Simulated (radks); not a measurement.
The table gives one normalised radial function P(r) = r R(r) of Pb52+ in [Ar] 3d10 4s2 (r in bohr). All-electron calculation, scalar-relativistic Kohn-Sham, LB94 model potential, spin-polarised, spherical densities, finite nucleus; Fermi nuclear charge, rms radius 5.5012 fm. Program: a radial shooting solver on a logarithmic mesh with Libxc functionals.

r	P
0.001585	0.3330
0.002015	0.3865
0.002541	0.4409
0.00323	0.4969
0.004107	0.5474
0.005179	0.5834
0.006584	0.5965
0.00837	0.5705
0.01064	0.4885
0.01342	0.3406
0.01706	0.1079
0.02169	-0.1966
0.02735	-0.5213
0.03477	-0.8067
0.0442	-0.9178
0.05618	-0.7243
0.07085	-0.1966
0.09007	0.5749
0.1145	1.2102
0.1444	1.2395
0.1836	0.4179
0.2334	-0.9342
0.2967	-1.9514
0.3741	-1.9819
0.4756	-1.2321
0.6046	-0.4599
0.7625	-0.1012
0.9694	-0.0104

Which n and l does it have? It may be an empty orbital.

Answer. n = 4, l = 0: the number of nodes gives n - l - 1 = 3, the rise at small r (about r^(l+1), flatter next to the nucleus through relativity) gives l, and the extent must fit the shell. The curve is that of 4s. 4s: eigenvalue -3240.9 eV, 3 radial nodes at r = 0.0187, 0.0756, 0.199 bohr, <r> = 0.337 bohr, 90 % of the charge inside 0.476 bohr.
